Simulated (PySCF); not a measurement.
Bonds (- single, = double, # triple, : aromatic): C1=C2 1.340 Å, C2-C3 1.451 Å, C3=C4 1.344 Å, C4-O5 1.357 Å, O5-C6 1.364 Å, C6-F7 1.328 Å, C6-F8 1.345 Å. C1 carries H9, H10; C2 carries H11; C3 carries H12; C4 carries H13; C6 carries H14. Stereochemistry as in C=C/C=C/OC(F)F. H9 is cis to C3; H10 is trans to C3.

Computational details: PBE0/pcSseg-1 with gauge-including orbitals, J: B3LYP/pcJ-1 (spin–dipole term only in couplings to heteroatoms), geometry: PBE0-D3(BJ)/def2-SVP, in PySCF 2.14.0 with density-fitted response routines (one computed conformer, isolated molecule, non-relativistic Hamiltonian, fast rotation and ring inversion assumed for equivalent nuclei).

Scale: TMS for 1H (reference shieldings calculated alike).

The spectrum was simulated from the full spin Hamiltonian at 300 MHz with 0.8 Hz Lorentzian lines, from shifts rounded to 0.01 ppm and J to 0.1 Hz, couplings under 1 Hz left out.

**Question.** List the maxima of its 1H spectrum with integrals.

**Answer.** 
Maxima in ppm (height), grouped by integral:
1H: 6.595 (9), 6.592 (16), 6.588 (22), 6.585 (29), 6.582 (22), 6.578 (16), 6.574 (9), 6.547 (10), 6.544 (18), 6.540 (25), 6.537 (32), 6.533 (25), 6.529 (18), 6.526 (10)
3H: 6.312 (21), 6.272 (41), 6.251 (72), 6.233 (27), 6.212 (47), 6.173 (30), 5.980 (100), 5.800 (9), 5.797 (11), 5.794 (18), 5.791 (18), 5.788 (12), 5.785 (9), 5.761 (8), 5.757 (11), 5.754 (18), 5.751 (23), 5.749 (20), 5.746 (23), 5.743 (19), 5.740 (11), 5.736 (9), 5.709 (59), 5.703 (16), 5.700 (10), 5.697 (8)
2H: 5.453 (32), 5.449 (47), 5.445 (35), 5.393 (28), 5.389 (41), 5.385 (29), 5.324 (20), 5.321 (39), 5.317 (38), 5.313 (19), 5.286 (19), 5.282 (36), 5.278 (35), 5.275 (17)

**Question.** Summarise it as multiplets with assignments.

**Answer.** 1H NMR (300 MHz, computed): δ 6.56 (dtt, J = 14.5, 2.2, 1.0 Hz, 1H, H13), 6.23 (dt, J = 18.1, 11.8 Hz, 1H, H11), 5.98 (t, J = 81.2 Hz, 1H, H14), 5.75 (m, 1H, H12), 5.42 (dt, J = 18.1, 1.2 Hz, 1H, H9), 5.30 (dq, J = 11.6, 1.1 Hz, 1H, H10). These are first-order names; overlap and second-order distortion can hide them in the list.

Splittings below 1 Hz are ignored in the labels, and close J values are merged. Unscaled 3J(H,H) at this level run about 10 % above measured values.
